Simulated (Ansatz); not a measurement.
Stepwise reaction of `[OH][SnH]([OH])[OH]` with hydrogen, as a gas-phase model of exchange steps in deposition or etching. ΔE in kJ/mol; ΔG adds harmonic PBE0-D4 terms to CCSD(T)/CBS, at 1 bar.

Computed with Ansatz on PBE0-D4/def2-TZVP structures; ΔE is electronic, products minus reactants. CBS: MP2 limit from def2 TZ/QZ plus the TZ coupled-cluster correction, frozen cores. This one scheme is used for every species. Functionals use def2-TZVPP. B3LYP here is the variant with VWN-RPA as its local correlation; programs differ in this. Elements past krypton have def2 core potentials. For Sn outer-core shells are correlated without core-valence functions, which leaves a few kJ/mol of doubt a bond. Each species was taken in one conformer, which may not be the lowest.

| step | reaction | PBE-D4 | B3LYP-D4 | ωB97M-V | CCSD(T)/CBS | ΔG(600 K) |
| --- | --- | --- | --- | --- | --- | --- |
| 1 | `[OH][SnH]([OH])[OH]` + H₂ → `[OH][SnH2][OH]` + H₂O | 12.3 | 12.4 | 10.7 | 14.8 | 13.1 |
| 2 | `[OH][SnH2][OH]` + H₂ → `[OH][SnH3]` + H₂O | 12.9 | 12.8 | 10.2 | 14.5 | 5.1 |
| 3 | `[OH][SnH3]` + H₂ → `[SnH4]` + H₂O | -6.7 | -5.5 | -9.0 | -3.9 | 8.1 |

(1) By hand: ΔE of the 3 steps together at CCSD(T)/CBS.

Results:

(1) (14.8) + (14.5) + (-3.9) = 25.4 kJ/mol, or 8.5 kJ/mol a step.

In ΔE step 3 is the lowest and step 1 the highest. ΔG lies between 5.1 and 13.1 kJ/mol a step. PBE-D4 differs from CCSD(T)/CBS by -2.8 to -1.6 kJ/mol a step. Isolated molecules leave out the surface, adducts and barriers. Largest T1 diagnostic: 0.014.
